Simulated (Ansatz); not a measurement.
Z-matrix (Å, degrees):
```
C
Si 1 1.877
H 1 1.092 2 111.0
H 1 1.092 2 110.5 3 -119.9
H 1 1.092 2 111.0 3 120.2
Ga 2 2.407 1 113.5 3 -60.1
H 2 1.490 1 110.4 3 60.5
H 2 1.490 1 110.4 3 179.2
Cl 6 2.165 2 114.3 1 179.9
H 6 1.568 2 133.2 1 -0.1
```

The species carries charge 0 and has multiplicity 1.

**Question.** List the CAM-B3LYP/def2-TZVPP orbital energies in eV (Ansatz 0.2.0). (Estimate.)

**Answer.** The calculation gave: Occupied: -10140.22, -2763.68, -1801.01, -1251.86, -1109.16, -1109.06, -1109.03, -278.73, -258.45, -197.47, -197.39, -197.35, -152.16, -145.60, -105.65, -105.42, -105.32, -100.93, -100.92, -100.91, -25.59, -25.34, -25.27, -25.25, -25.14, -23.44, -21.63, -16.43, -14.01, -13.40, -13.22, -11.18, -11.15, -10.73, -10.33, -10.30, -8.82. Lowest empty: -1.05, 0.74, 1.06, 2.37, 2.63, 2.98, 3.01, 3.58.
